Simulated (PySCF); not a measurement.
These 3 structures share the formula C4H11NOSi2. Level of theory: PySCF, PBE0-D3(BJ)/def2-SVP geometry optimisation, gas phase. One conformer each; no zero-point energy, no entropy. No frequencies were run at this level. Point groups hold within 0.08 Å.

Question: Order them by energy at this level, lowest first, and give relative energies in kJ/mol.
A. `[CH3:1][C@@H:2]1[SiH2:3][C@@H:4]([CH:5]=[O:6])[Si@H:7]1[NH2:8]` with Si3–C4–C5–O6 60°, C4–Si7–N8–H -154° and 57°, C1–C2–Si3–C4 -145°, C2–Si3–C4–C5 -92°, Si3–C4–Si7–N8 -143°, C1–C2–Si7–C4 145°
B. `[CH3:1][C:2](=[O:3])[NH:4][CH:5]1[SiH2:6][CH2:7][SiH2:8]1` with C1–C2–N4–C5 -179°, C2–N4–C5–Si6 19°, N4–C5–Si6–C7 155°, C5–Si6–C7–Si8 -24°, Si6–C7–Si8–C5 25°, N4–C5–Si8–C7 -147°
C. `[CH3:1][C:2](=[O:3])[NH:4][SiH:5]1[CH2:6][SiH2:7][CH2:8]1` with C1–C2–N4–Si5 180°, C2–N4–Si5–C6 168°, N4–Si5–C6–Si7 -95°, Si5–C6–Si7–C8 -17°, C6–Si7–C8–Si5 17°, N4–Si5–C8–Si7 90°

Answer: C (0.0), A (75.6), B (100.5).

```
                           SMILES      E (Eh)  E rel (kJ/mol)  dipole (D)  point group       A, B, C (MHz)
           CC(=O)N[SiH]1C[SiH2]C1  -867.11322             0.0        3.06           C1  2998, 801.9, 781.2
C[C@@H]1[SiH2][C@@H](C=O)[Si@H]1N  -867.08442            75.6        1.48           C1   1793, 1352, 969.9
          CC(=O)NC1[SiH2]C[SiH2]1  -867.07496           100.5        3.44           C1  2989, 931.8, 753.3
```

As an exercise, what shares would exp(−E/RT) give at 2000 K from these electronic energies alone (no entropy, no degeneracies)?

RT = 16.629 kJ/mol: CC(=O)N[SiH]1C[SiH2]C1 98.7 %, C[C@@H]1[SiH2][C@@H](C=O)[Si@H]1N 1.0 %, CC(=O)NC1[SiH2]C[SiH2]1 0.2 %.
